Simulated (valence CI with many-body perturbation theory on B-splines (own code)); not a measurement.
Sc¹⁶⁺: calculated level list

Level of theory: relativistic CI+MBPT: three valence electrons over a frozen Dirac-Fock core [He], a basis of 11 s, 11 p, 10 d, 8 f, 5 g, 2 h functions for each j, with the one-electron correlation potential Σ1 (screened to all orders), the two-electron term Σ2, the three-electron term Σ3, Breit, model QED; selected single and double excitations, second order for the rest, scaled by the run's own slope (own B-spline code, finite nucleus).

No measured levels were compared; by estimate levels of excited configurations hold to 0.05 to 0.15 % of their energy, terms of the ground configuration to about 0.5 %.

Levels 46 to 90 of 198, with energies above the lowest level, 2s2 2p 2P°_1/2. "Leading %" is the weight of the configuration and term that name the level; weights of strongly mixed levels are sums over their largest components and can fall short. Lifetimes count E1, E2, E3, M1 and M2 decay at the calculated energies, and are blank where another channel may lead or the interval is too uncertain; long ones can be off by a factor of two.

```csv
No.,Configuration,Term,J,E (× 10³ cm⁻¹),Leading %,Second component,Lifetime
46,2s 2p 3d,4D°,3/2,5509.6,49,30 % 2s 2p 3s 2P°,143 fs
47,2s 2p 3d,4D°,1/2,5510.6,84,8 % 2s 2p 3s 2P°,100 fs
48,2s 2p 3d,2D°,3/2,5524.1,79,8 % 2s 2p 3d 4D°,239 fs
49,2s 2p 3d,2D°,5/2,5530.7,58,30 % 2s 2p 3d 4D°,169 fs
50,2s 2p 3d,4D°,7/2,5534.6,89,9 % 2s 2p 3d 4F°,100 fs
51,2s 2p 3d,4P°,5/2,5545.3,57,30 % 2s 2p 3d 4D°,137 fs
52,2s 2p 3d,4P°,3/2,5548.0,78,20 % 2s 2p 3d 4D°,144 fs
53,2s 2p 3d,4P°,1/2,5550.4,94,5 % 2s 2p 3d 4D°,160 fs
54,2s 2p 3d,2F°,5/2,5583.1,91,6 % 2s 2p 3d 2D°,154 fs
55,2s 2p 3d,2P°,3/2,5607.4,91,,178 fs
56,2s 2p 3d,2F°,7/2,5609.8,99,,127 fs
57,2s 2p 3d,2P°,1/2,5623.1,96,,167 fs
58,2s 2p 3p,2P,1/2,5642.5,85,10 % 2p2 3s 2P,757 fs
59,2s 2p 3p,2D,3/2,5644.5,68,26 % 2s 2p 3p 2P,1.53 ps
60,2s 2p 3p,2D,5/2,5651.2,93,4 % 2p2 3s 2D,2.90 ps
61,2s 2p 3p,2P,3/2,5655.2,62,27 % 2s 2p 3p 2D,999 fs
62,2s 2p 3p,2S,1/2,5683.0,87,,2.55 ps
63,2p2 3s,4P,1/2,5714.1,93,,1.53 ps
64,2p2 3s,4P,3/2,5732.3,97,,1.48 ps
65,2p2 3s,4P,5/2,5753.8,93,5 % 2p2 3s 2D,1.36 ps
66,2s 2p 3d,2F°,7/2,5765.6,94,5 % 2p2 3p 2F°,180 fs
67,2s 2p 3d,2F°,5/2,5766.9,93,6 % 2p2 3p 2F°,144 fs
68,2s 2p 3d,2D°,3/2,5779.0,97,,114 fs
69,2s 2p 3d,2D°,5/2,5784.1,97,,115 fs
70,2p2 3s,2P,1/2,5788.4,83,14 % 2s 2p 3p 2P,647 fs
71,2s 2p 3d,2P°,1/2,5801.3,91,,151 fs
72,2s 2p 3d,2P°,3/2,5805.6,95,,152 fs
73,2p2 3s,2P,3/2,5808.1,63,24 % 2p2 3s 2D,679 fs
74,2p2 3p,4D°,1/2,5819.9,40,38 % 2p2 3p 2S°,616 fs
75,2p2 3p,4D°,1/2,5833.6,53,42 % 2p2 3p 2S°,629 fs
76,2p2 3p,4D°,3/2,5837.4,88,8 % 2p2 3p 4P°,848 fs
77,2p2 3s,2D,5/2,5848.6,88,6 % 2p2 3s 4P,800 fs
78,2p2 3s,2D,3/2,5854.8,70,22 % 2p2 3s 2P,766 fs
79,2p2 3p,4D°,5/2,5855.7,91,6 % 2p2 3p 4P°,858 fs
80,2p2 3p,4P°,3/2,5862.2,57,28 % 2p2 3p 2D°,646 fs
81,2p2 3p,4P°,1/2,5866.7,82,12 % 2p2 3p 2S°,637 fs
82,2p2 3p,4P°,5/2,5874.6,59,34 % 2p2 3p 2D°,662 fs
83,2p2 3p,4D°,7/2,5876.5,93,5 % 2p2 3p 2F°,880 fs
84,2p2 3p,2D°,3/2,5881.2,69,26 % 2p2 3p 4P°,575 fs
85,2p2 3p,2D°,5/2,5912.6,56,32 % 2p2 3p 4P°,572 fs
86,2p2 3p,2P°,3/2,5920.3,62,35 % 2p2 3p 4S°,479 fs
87,2p2 3p,4S°,3/2,5925.9,56,34 % 2p2 3p 2P°,465 fs
88,2p2 3p,2P°,1/2,5932.5,87,7 % 2p2 3p 2S°,497 fs
89,2p2 3d,4F,3/2,5938.0,88,6 % 2p2 3d 4D,5.49 ps
90,2p2 3d,4F,5/2,5947.4,84,12 % 2p2 3d 4D,4.09 ps
```

Names give the largest LS component (configuration and term), which can be under half, so a name can repeat, a term be missing and a line seem to break the LS rules; names also repeat where a configuration has a term twice.
